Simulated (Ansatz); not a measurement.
C₅H₉O, SMILES C(C[C]=O)(C)C, multiplicity 2.

Geometry optimised at PBE0-D3(BJ)/def2-SVP. The isomer is the one that the SMILES or the coordinates give; other isomers of the formula were not compared. The values are those of a single conformer.

Two levels are set side by side: PBE/def2-SVPD (Ansatz, a quantum-chemistry and plane-wave program) and ωB97X-V/def2-SVPD (Ansatz). Energy differences of separate SCF runs at the same geometry; the states with an electron removed or added have multiplicity 1 and 1. Differences are taken from unrounded values.

```tsv
quantity	ωB97X-V	PBE	PBE minus ωB97X-V
vertical ionisation energy (eV)	8.12	7.73	-0.38
```
